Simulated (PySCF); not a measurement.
# A small calculation by hand: oscillator strength and radiative lifetime

Al(H)2(OH) (AlH3O), SMILES [OH][AlH2].

The structure is a stationary point at PBE0-D3(BJ)/def2-TZVP. The geometry has at least one imaginary mode, so it is a saddle point at that level.

TDDFT-LC-ωPBE/def2-TZVPD in PySCF puts the first singlet state with f over 0.02 at 8.31 eV (vertical), with the transition dipole (0.000, 0.389, 0.000) in atomic units.

**Question.** Find the oscillator strength, the wavelength and the radiative lifetime that this transition would have in vacuum if emission retraced absorption.

**Answer.** 
|μ|² = 0.1513 au, so |μ| = 0.99 D. ΔE = 8.31/27.211 = 0.3054 hartree. f = (2/3) ΔE |μ|² = 0.031 (the program prints 0.031).
λ = 1239.84/8.31 = 149 nm; ν = 67025 cm⁻¹.
Einstein's coefficient A = 0.6670 ν² f s⁻¹ (ν in cm⁻¹) = 9.2e7 s⁻¹, so τ = 1/A = 11 ns. This state is S5; the lower singlets have f = 0.000, 0.011, 0.000, 0.019. The figure is the radiative limit of this one transition; relaxation, internal conversion, crossing to triplets and a medium change what is measured.
